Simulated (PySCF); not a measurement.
Species: [AlCl3(PMe3)], C3H9AlCl3P.
Cartesian coordinates in Å at the PBE0-D3(BJ)/def2-SVP level; atoms count from 1:
```xyz
17
C3H9AlCl3P angstrom
C     -1.1712    1.3313    0.4674
P     -0.0688   -0.0519    0.0504
C     -1.0250   -1.1957   -0.9885
C      0.2979   -0.9225    1.6028
Al     1.8857    0.7655   -1.0596
Cl     0.9913    1.6536   -2.7759
Cl     2.6231    2.1273    0.4004
Cl     3.0050   -1.0112   -1.3786
H     -0.6168    2.0287    1.1123
H     -1.4245    1.8582   -0.4642
H     -2.0880    0.9944    0.9727
H     -1.9418   -1.5401   -0.4882
H     -0.3870   -2.0568   -1.2360
H     -1.2779   -0.6782   -1.9253
H      0.8479   -0.2357    2.2625
H     -0.6165   -1.2719    2.1041
H      0.9521   -1.7775    1.3776
```

Level of theory: PBE0-D3(BJ)/def2-SVP geometry optimisation, gas phase (PySCF 2.14.0).

(1) Which atoms are bound to Al5, and at what distances?

(2) List the angles at Al5.

(3) What is the shape at Al5?

(4) What are the other bond lengths?

(5) Give some angles away from the centre.

Answers

(1) 4 atoms: Cl8 2.124 Å, Cl7 2.128 Å, Cl6 2.129 Å, P2 2.392 Å. The nearest atom not counted as bound is C1, at 3.46 Å.

(2) 
```
      angle  degrees  distance of the outer atoms (Å)
Cl7–Al5–Cl8    117.1                             3.63
Cl6–Al5–Cl8    116.7                             3.62
Cl6–Al5–Cl7    115.6                             3.60
 P2–Al5–Cl8    102.4                             3.52
 P2–Al5–Cl7    100.6                             3.48
 P2–Al5–Cl6    100.0                             3.47
```

(3) Distorted tetrahedral: angles from 100.0° to 117.1°; τ4 = (360° − α − β)/141° = 0.90 with α and β the two widest (0 for a square, 1 for a tetrahedron).

(4) C1–P2, P2–C3, P2–C4 1.817 Å; C1–H9 and 8 like bonds 1.100 Å.

(5) C1–P2–C3 106.9°, C1–P2–Al5 110.0°, C3–P2–Al5 112.3°, C4–P2–Al5 113.3°.

Point group: near C3v, missed by 0.16 Å at most; the miss may be what the optimiser left on a soft mode. Charge 0, singlet. PBE0-D3(BJ)/def2-SVP frequencies: not computed here.
